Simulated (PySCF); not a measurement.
MoF₄, SMILES [F][Mo]([F])([F])[F] (connectivity only; charge and spin as stated), neutral, multiplicity 3.

Geometry optimised at B3LYP-D3(BJ)/def2-SVP. A frequency run showed that this geometry is not a minimum. The multiplicity is an assumed one; other spin states were not compared. The def2 effective core potentials stand for the cores of Mo; spin–orbit coupling is left out.

Method: B3LYP-D3(BJ)/def2-SVP (PySCF 2.14.0).

Frequencies are harmonic and unscaled.

```tsv
mode	ν (cm⁻¹)	IR (km/mol)	moving atoms (share of kinetic energy)
1	101i	0.0	F 100 %
2	141	30.7	F 56 %, Mo 44 %
3	166	23.3	F 82 %, Mo 18 %
4	233	14.9	F 86 %, Mo 14 %
5	296	0.0	F 100 %
6	463	0.0	F 100 %
7	705	0.0	F 100 %
8	717	270.9	F 73 %, Mo 27 %
9	743	272.1	F 70 %, Mo 30 %
```
